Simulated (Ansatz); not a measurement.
Reactions of `O[SiH2]C(O)[SiH3]`.

Gas-phase electronic energies from Ansatz, PBE0-D4/def2-TZVP geometries. CCSD(T)/CBS adds triple-zeta CCSD(T) − MP2 to the extrapolated MP2 energy (def2 sets, frozen cores). This one scheme is used for every species. Functionals use def2-TZVPP. Elements past krypton have def2 core potentials. For Ga, I outer-core shells are correlated without core-valence functions, which leaves a few kJ/mol of doubt a bond. Scalar relativity is left out up to krypton. Each species was taken in one conformer, which may not be the lowest.

```csv
reaction,r2SCAN-D4 (kJ/mol),PBE-D4 (kJ/mol)
`O[SiH2]C(O)[SiH3]` → `OC(O)[SiH2][SiH3]`,128,111
`O[SiH2]C(O)[SiH3]` → `OC(O)[SiH3]` + `[SiH2]`,391,365
`O[SiH2]C(O)[SiH3]` + `[OH][GaH][SH]` → `[SiH3][O][GaH][SH]` + `OC[SiH2]O`,-105,-93
`O[SiH2]C(O)[SiH3]` + H₂ → `OC[SiH2]O` + SiH₄,-24,-22
`O[SiH2]C(O)[SiH3]` + H–F → `OC(F)[SiH3]` + silanol,47,50
`O[SiH2]C(O)[SiH3]` → `CO[SiH2]O[SiH3]`,-232,-207
`O[SiH2]C(O)[SiH3]` + `CNB[SiH3]` → `CN([SiH3])B[SiH3]` + `OC[SiH2]O`,-28,-24
`O[SiH2]C(O)[SiH3]` + HCl → `OC([SiH3])Cl` + silanol,40,39
`O[SiH2]C(O)[SiH3]` → `CO[SiH](O)[SiH3]`,-128,-124
`O[SiH2]C(O)[SiH3]` + HI → `[SiH3]I` + `OC[SiH2]O`,-88,-86
```

(1) Give the CCSD(T)/CBS values in the same order. (Estimate.)

Largest T1 diagnostic: 0.014, for `[SiH2]`.

Results:

(1) Ansatz gave: 139, 377, -107, -24, 61, -236, -33, 44, -124, -90 kJ/mol.
